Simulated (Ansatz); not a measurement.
`CN(C)N[SiH3]` + `OBOCF` → `FCOBO[SiH3]` + `CN(C)N`  (ligand exchange at the Si–N bond)

Isolated molecules relaxed with PBE0-D4/def2-TZVP in Ansatz; ΔE leaves out vibrations. CCSD(T)/CBS adds triple-zeta CCSD(T) − MP2 to the extrapolated MP2 energy (def2 sets, frozen cores). This one scheme is used for every species. DFT in def2-TZVPP. Each species was taken in one conformer, which may not be the lowest.

`CN(C)N[SiH3]`:

Z-matrix (Å, degrees):
```
C
N 1 1.446
H 1 1.105 2 113.3
H 1 1.091 2 109.5 3 121.0
H 1 1.092 2 109.2 3 -120.1
C 2 1.447 1 112.2 3 61.3
N 2 1.407 1 112.3 3 -65.0
H 6 1.090 2 109.3 1 177.5
H 6 1.092 2 109.0 1 58.8
H 6 1.103 2 113.2 1 -61.5
Si 7 1.726 2 127.7 1 53.9
H 7 1.006 2 111.5 1 -112.5
H 11 1.485 7 104.4 2 176.6
H 11 1.492 7 115.0 2 -64.3
H 11 1.488 7 111.8 2 57.3
```

`OBOCF`:

Z-matrix (Å, degrees):
```
C
F 1 1.369
O 1 1.380 2 109.5
H 1 1.092 2 107.8 3 117.9
H 1 1.095 2 107.6 3 -121.4
B 3 1.370 1 120.6 2 -92.0
O 6 1.348 3 119.3 1 175.3
H 6 1.196 3 121.3 1 -5.8
H 7 0.963 6 112.8 3 -1.9
```

`FCOBO[SiH3]`:

Z-matrix (Å, degrees):
```
C
O 1 1.381
F 1 1.368 2 109.4
H 1 1.092 2 108.5 3 -117.4
H 1 1.095 2 111.5 3 118.9
B 2 1.370 1 120.8 3 -93.0
O 6 1.346 2 118.7 1 175.8
H 6 1.198 2 120.5 1 -5.2
Si 7 1.660 6 130.9 2 -2.1
H 9 1.483 7 110.3 6 -59.2
H 9 1.481 7 106.3 6 -178.6
H 9 1.484 7 110.1 6 62.4
```

`CN(C)N`:

Cartesian coordinates in Å:
```
C 1.168 0.233 0.674
N 0.149 -0.494 -0.044
C -1.180 -0.118 0.377
N 0.350 -0.316 -1.429
H 1.072 0.033 1.744
H 1.099 1.325 0.522
H 2.149 -0.099 0.336
H -1.400 0.948 0.173
H -1.920 -0.727 -0.146
H -1.294 -0.289 1.450
H -0.131 -1.063 -1.916
H -0.062 0.568 -1.741
```

(1) Is it downhill or uphill in electronic energy at CCSD(T)/CBS, and by how much? (Best estimate.)

(2) What do these levels give: ωB97X-V, ωB97M-V, B2PLYP, SCS-MP2/def2-TZVPP, HF/def2-QZVPP, CCSD/CBS(def2)? (An estimate is asked.)

Largest T1 diagnostic among the species: 0.013.

## Answers

(1) Ansatz gave: Downhill: ΔE = -0.58 eV.

(2) The calculation gave: ωB97X-V -0.55, ωB97M-V -0.55, B2PLYP -0.60, SCS-MP2/def2-TZVPP -0.61, HF/def2-QZVPP -0.74, CCSD/CBS(def2) -0.60 eV.

The D4 term adds +0.06 eV with B3LYP and +0.03 eV with PBE0; it sums over pairs of atoms, weighted by their polarisabilities, and B3LYP, whose exchange is more repulsive, gets the larger term. In def2-TZVPP, CCSD(T) changes the Hartree–Fock value by +0.15 eV (the triples alone add +0.02 eV) and MP2 by +0.16 eV.

B3LYP here is the variant with VWN-RPA as its local correlation; programs differ in this.
